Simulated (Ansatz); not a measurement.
The cluster Hg₄S₃, relaxed as a singlet with RKS r2SCAN-D4/def2-SVP in Ansatz, starting from the GFN1-xTB geometry. Force threshold 0.02 eV/Å.

In the def2 sets Hg takes a core potential; there is no spin–orbit coupling. The structure comes from a short search, and lower isomers may exist.

Start:

```
atom   x (Å)   y (Å)   z (Å)
 Hg1  -2.446   0.062   1.640
 Hg2  -0.502   3.350  -0.948
 Hg3   2.893  -1.440  -0.969
 Hg4  -2.138   0.740  -1.142
  S5   0.202  -1.323   0.924
  S6   1.875  -0.468   1.544
  S7   0.116  -0.921  -1.049
```

(1) Estimate the energy that the relaxation releases and the steps that it takes.

(2) Does the start keep its bonding?

(3) Predict the relaxed structure.

## Answers

(1) 11.3 kcal/mol, in 21 steps; 1.7 min on 4 threads of Arm Neoverse V2 on a shared host. No frequencies were taken in this run, so the end may be a saddle point.

(2) Bonds lost: Hg2–Hg4 (atoms count from 1). The end holds 2 separate pieces.

(3) 
Cartesian coordinates in Å:
```
Hg -2.2785 0.7262 1.5444
Hg 0.1223 2.2841 0.0830
Hg 3.2371 -1.0879 -1.2211
Hg -2.9850 0.1469 -1.5543
S 0.2323 -1.1516 0.8029
S 1.6866 -0.0081 1.4963
S -0.0148 -0.9096 -1.1512
```
Bond lengths (bridged metal pairs left out): 2 × S–S 1.98 Å.
